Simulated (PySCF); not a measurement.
Ionisation energy of Mn²¹⁺ by level of theory

Mn²¹⁺ [He] 2s2 (1S) → Mn²²⁺ [He] 2s1 (2S), as a difference of total energies. Computed with PySCF 2.14 in an even-tempered Gaussian basis (19 s from 5.1 bohr⁻², ratio 2.2; 8 p from 7.9 bohr⁻², ratio 2.4; 6 d from 24 bohr⁻², ratio 2.4; 5 f from 36 bohr⁻², ratio 2.4; 4 g from 53 bohr⁻², ratio 2.4), with the spin-free X2C one-electron Hamiltonian (Gaussian nucleus). Correlated levels: nothing frozen; virtual orbitals above 40 to 60 times the deepest correlated orbital energy dropped. The calculations carry no spin-orbit coupling.

Order these methods by the ionisation energy they give, lowest first.
A. LDA
B. B2PLYP
C. MP2 (all electrons)
D. M06

A (1782.2 eV), D (1783.1 eV), B (1785.8 eV), C (1787.0 eV).

For comparison: 1788.7 ± 0.6 eV (semi-empirical (NIST evaluation); NIST Atomic Spectra Database, ionization energies).
